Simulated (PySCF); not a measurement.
This PySCF input asks for the NMR shieldings of `C[S+](C)[AlH3-]`, C₂H₉AlS; the geometry comes from GFN2-xTB.

```python
import basis_set_exchange as bse
import numpy as np
from pyscf import gto, dft
from pyscf.prop import nmr

atoms = """
C    -0.337409    1.552255   -0.374480
S    -0.239664    0.384330    1.006678
C    -1.308465   -0.947752    0.399182
Al    1.784939   -0.634366    0.051694
H     0.237146    1.176871   -1.223654
H    -1.378782    1.698494   -0.644372
H     0.089119    2.487376   -0.024557
H    -1.360712   -1.690082    1.189454
H    -2.297551   -0.546074    0.202209
H    -0.879016   -1.390945   -0.498753
H     2.654720    0.659731    0.202933
H     1.190137   -0.933715   -1.382085
H     1.841149   -1.815635    1.078023
"""
names = dict.fromkeys(["C", "S", "Al", "H"], "pcSseg-1")
basis = {el: gto.basis.parse(bse.get_basis(n, elements=[el], fmt="nwchem")) for el, n in names.items()}
mol = gto.M(atom=atoms, basis=basis, charge=0, verbose=0)
mf = dft.RKS(mol, xc="PBE0")
mf.grids.level = 2
mf.grids.alignment = dft.numint.BLKSIZE   # the property module wants whole blocks of grid points
mf.conv_tol = 1e-9
mf.kernel()

calc = nmr.RKS(mf)   # GIAO
C = mf.mo_coeff
Co = C[:, mf.mo_occ > 0]
resp = mf.gen_response(singlet=True, hermi=2)
def vind(x):   # induced exchange potential for any number of trial vectors
    d = np.einsum("pi,xij,qj->xpq", C, 2 * x.reshape(-1, C.shape[1], Co.shape[1]), Co, optimize=True)
    return np.einsum("xpq,pi,qj->xij", resp(d - d.transpose(0, 2, 1)), C, Co, optimize=True).ravel()
mo1, _ = nmr.rhf.solve_mo1(calc, with_cphf=vind)
sigma = calc.kernel(mo1)
for i, s in enumerate(sigma):   # ppm
    w = np.linalg.eigvalsh((s + s.T) / 2)
    print("%2d %-2s iso %8.1f  s11 %8.1f  s22 %8.1f  s33 %8.1f" % (i, mol.atom_pure_symbol(i), w.mean(), *w))
```

Q: What does it print?

A: 
```
 0 C  iso    158.9  s11    143.6  s22    145.6  s33    187.5
 1 S  iso    623.3  s11    457.6  s22    637.7  s33    774.6
 2 C  iso    158.7  s11    142.4  s22    145.8  s33    188.0
 3 Al iso    399.9  s11    362.9  s22    406.2  s33    430.7
 4 H  iso     28.6  s11     23.1  s22     28.5  s33     34.2
 5 H  iso     29.8  s11     24.6  s22     27.3  s33     37.4
 6 H  iso     29.3  s11     24.8  s22     25.9  s33     37.3
 7 H  iso     29.4  s11     24.9  s22     25.9  s33     37.2
 8 H  iso     29.7  s11     24.4  s22     27.1  s33     37.5
 9 H  iso     28.8  s11     23.5  s22     28.5  s33     34.4
10 H  iso     27.4  s11     23.8  s22     26.2  s33     32.1
11 H  iso     27.7  s11     24.6  s22     27.6  s33     31.0
12 H  iso     27.3  s11     23.6  s22     26.0  s33     32.3
```

These numbers come from an equivalent density-fitted implementation of the same equations, which agrees with the script to about 0.01 ppm for H and up to a few tenths of a ppm for heavy atoms, so last digits may differ.

Size and cost of the density-fitted run: 127 basis functions, 9.6 s wall time on 1 thread of an Arm Neoverse V1, shared host; peak memory 0.62 GiB.
